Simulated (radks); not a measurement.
The numbers below are computed, except where a source is named.
Valence configurations of Pt2+ (all share [Xe]). Level of theory: scalar-relativistic Kohn-Sham, LDA (Slater exchange, Perdew-Wang correlation), spin-unpolarised, spherical densities, point nucleus (a radial shooting solver on a logarithmic mesh with Libxc functionals). Energies are relative to 4f14 5d8; eigenvalues in eV.

valence               E (eV)    e(4f)    e(5d)    e(6p)    e(6s)
4f14 5d8               0.000  -91.597  -26.175        -        -
4f14 5d7 6p1          12.644  -96.914  -30.153  -16.399        -
4f13 5d8 6s1          75.819  -106.82  -30.287        -  -24.219
4f14 5d6 6s2           9.755  -99.169  -31.342        -  -25.150
4f13 5d8 6s0.5 6p0.5  80.091  -107.65  -31.030  -16.173  -24.751
4f14 5d5 6s2 6p1      25.928  -104.83  -35.449  -18.011  -27.375
4f12 5d8 6s2          165.60  -122.90  -34.739        -  -25.912
4f13.5 5d8 6s0.5      36.218  -99.098  -28.186        -  -23.375
4f12.5 5d8 6s1 6p0.5  123.33  -115.58  -33.216  -16.706  -25.588
4f12 5d10             150.96  -114.70  -29.018        -        -

NIST lists [Xe] 4f14 5d8 as the ground configuration; this level of theory agrees among the configurations tried. The energies are those of spherical spin-averaged densities, not of single terms.
